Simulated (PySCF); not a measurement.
CH₇NO₃Si.
Bonds: C1–O2, O2–Si3, Si3–N4, Si3–O5, Si3–O6. Hydrogens: H7, H8, H9 on C1; H10, H11 on N4; H12 on O5; H13 on O6.

The calculation used PBE0-D3(BJ)/def2-SVP geometry optimisation, gas phase (PySCF 2.14.0).

**Question.** Give the optimised bond lengths and angles.

**Answer.** 
```
               bond  length (Å)   order
              C1–O2       1.402  single
             O2–Si3       1.652  single
             Si3–N4       1.713  single
     Si3–O5, Si3–O6       1.654  single
C1–H7, C1–H8, C1–H9       1.103  single
     N4–H10, N4–H11       1.015  single
     O5–H12, O6–H13       0.961  single
```

Bonds in one row agree within 0.01 Å and their mean is given. Orders are formal, as drawn. A selection of angles:
```
     angle  degrees
  O2–C1–H7    111.8
  O2–C1–H9    108.9
  H7–C1–H8    107.9
 C1–O2–Si3    123.4
 O2–Si3–N4    110.5
 O2–Si3–O5    110.7
 O2–Si3–O6    106.8
 N4–Si3–O5    111.0
 O5–Si3–O6    107.1
Si3–N4–H10    116.4
Si3–N4–H11    119.8
H10–N4–H11    109.7
Si3–O5–H12    117.7
Si3–O6–H13    115.2
```

Torsions: C1–O2–Si3–N4 178° (antiperiplanar); H12–O5–Si3–O2 -73° (synclinal); H13–O6–Si3–O2 -163° (antiperiplanar). The mirror-image conformer, all signs reversed, is as good.

O2 (silyl ether oxygen) is bent (angle 123.4°). N4 (silicon-bound nitrogen) is pyramidal (angles 119.8°, 116.4° and 109.7°, sum 345.9°, 0.26 Å off the plane of its three neighbours). Si3 (oxygen-bound silicon) is tetrahedral (angles from 106.8° to 111.0°).

Not checked by PBE0-D3(BJ)/def2-SVP frequencies. One conformer, not necessarily the lowest (C1–O2–Si3–N4 178°, O2–Si3–N4–H -71° and 65°, O2–Si3–O5–H -73°, O2–Si3–O6–H -163°).
